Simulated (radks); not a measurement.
Removal energies from the selenium ion Se4+, [Ar] 3d10 4s2, by Delta-SCF beside the eigenvalue of the level emptied. Method: scalar-relativistic Kohn-Sham, BLYP, spin-polarised, spherical densities, finite nucleus; Fermi nuclear charge, rms radius of each element as measured or else 0.836 A^(1/3) + 0.57 fm; computed with a radial shooting solver on a logarithmic mesh with Libxc functionals. Open shells are filled with parallel spins first.

\begin{tabular}{lrrr}
removed from & final configuration & Delta-SCF (eV) & -eigenvalue (eV) \\ \hline
4s & [Ar] 3d10 4s1 & 68.362 & 61.863 \\
3d & [Ar] 3d9 4s2 & 118.36 & 104.17 \\
3p & [Ne] 3s2 3p5 3d10 4s2 & 218.65 & 204.11 \\
3s & [Ne] 3s1 3p6 3d10 4s2 & 279.30 & 264.56 \\
\end{tabular}
